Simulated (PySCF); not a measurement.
MgHF, SMILES [F][MgH]. Atoms are numbered in the order given.

```xyz
3

Mg     0.0000     0.0000     0.6431
H      0.0000     0.0000     2.3323
F      0.0000     0.0000    -1.1166
```
Charge 0, spin multiplicity 1.

Geometry: r2SCAN-D4/def2-TZVPD.

Level of theory: B3LYP/pcJ-2 (PySCF).

Isotropic couplings with Fermi-contact, spin-dipole and both spin-orbit terms, one fixed conformer, no vibrational averaging. Isotopes: 19F, 1H.

### Question
Estimate the spin–spin coupling constants. (An estimate is asked for; the answer gives what the named calculation found.)

### Answer

```json
[
 {"pair": "H2–F3", "bonds apart": "2", "J (Hz)": "64.5"}
]
```
